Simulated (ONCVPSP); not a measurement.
## Reading a pseudo-wave (Al (Z = 13))

Columns: radius, all-electron u(r) and pseudo u(r) of the 3s shell (level -7.84 eV) of aluminium in the configuration [Ne] 3s2 3p1; LDA (Perdew-Zunger), scalar-relativistic, ONCV scheme, ONCVPSP 4.0.1.

```
r (bohr)  all-electron  pseudo
   0.140        0.0469  0.0209
   0.280       -0.2162  0.0469
   0.420       -0.3022  0.0811
   0.560       -0.2430  0.1240
   0.700       -0.1120  0.1751
   0.840        0.0416  0.2341
   0.980        0.1910  0.3014
   1.120        0.3231  0.3756
   1.260        0.4327  0.4523
   1.400        0.5192  0.5243
   1.540        0.5839  0.5846
   1.680        0.6292  0.6292
   1.820        0.6576  0.6576
   1.960        0.6718  0.6718
   2.100        0.6743  0.6742
   2.240        0.6672  0.6672
   2.380        0.6527  0.6527
   2.520        0.6326  0.6326
   2.660        0.6082  0.6082
   2.800        0.5808  0.5808
   2.940        0.5515  0.5515
   3.080        0.5211  0.5211
   3.220        0.4902  0.4902
   3.360        0.4595  0.4595
   3.500        0.4292  0.4292
   3.640        0.3998  0.3998
```

Question: How many radial nodes do the two functions have?

Answer: The all-electron 3s function has n − l − 1 = 2; the pseudo-wave has 0, since the states of the same l below it are removed with the core.

Question: At about which radius was the pseudo-wave matched?

Answer: 1.90 bohr. The columns agree to 0.0005 from 1.68 bohr on; several derivatives are matched, so the curves merge somewhat inside the radius.

Question: Is the pseudo-wave norm-conserving?

Answer: Yes: the ONCV scheme keeps the norm inside the radius equal to the all-electron one, which fixes the energy derivative of the logarithmic derivative at the level.
